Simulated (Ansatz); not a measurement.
Reactions of ClH4NOSi, SMILES `N[SiH](O)Cl`.

Isolated molecules relaxed with PBE0-D4/def2-TZVP in Ansatz; ΔE leaves out vibrations. CBS: MP2 limit from def2 TZ/QZ plus the TZ coupled-cluster correction, frozen cores. This one scheme is used for every species, atoms too. DFT in def2-TZVPP. Open shells (•) are unrestricted, without spin–orbit coupling. Spin–orbit coupling would lower the free atoms: a little for Cl, F. For Ge outer-core shells are correlated without core-valence functions, so the limit isn't a true one: a few kJ/mol of doubt a bond, and 10 to 20 or more in all where bonds break to atoms. Scalar relativity is left out up to krypton. Each species was taken in one conformer, which may not be the lowest.

| reaction | ωB97M-V (kJ/mol) | CCSD/CBS(def2) (kJ/mol) | B2PLYP (kJ/mol) | CCSD(T)/CBS(def2) (kJ/mol) |
| --- | --- | --- | --- | --- |
| `N[SiH](O)Cl` + `N[SiH](N)F` → `N[Si@H](O)N[Si@@H](N)F` + HCl | 29 | 30 | 32 | 27 |
| `N[SiH](O)Cl` + `N[SiH](O)F` → `O[Si@H](F)N[Si@H](O)Cl` + NH₃ | -14 | -12 | -10 | -14 |
| `N[SiH](O)Cl` + H• → `N[Si](O)Cl`• + H₂ | -36 | -40 | -47 | -41 |
| `N[SiH](O)Cl` → `N[Si]Cl` + H₂O | 230 | 237 | 230 | 235 |
| `N[SiH](O)Cl` + F• → `[NH][SiH](O)Cl`• + H–F | -80 | -85 | -85 | -88 |
| `N[SiH](O)Cl` + H–F → `N[SiH](F)Cl` + H₂O | -41 | -41 | -42 | -40 |
| `N[SiH](O)Cl` → `NO` + `[SiH]Cl` | 595 | 610 | 597 | 608 |
| `N[SiH](O)Cl` + silanol → `N[SiH](Cl)O[SiH3]` + H₂O | -16 | -21 | -15 | -21 |
| `N[SiH](O)Cl` + `[NH2][GeH2][OH]` → `[OH][GeH2][NH][SiH](O)Cl` + NH₃ | -28 | -26 | -24 | -29 |
| `N[SiH](O)Cl` + Cl• → `N[Si](O)Cl`• + HCl | -30 | -25 | -32 | -31 |

Largest T1 diagnostic: 0.013, for `[SiH]Cl`.
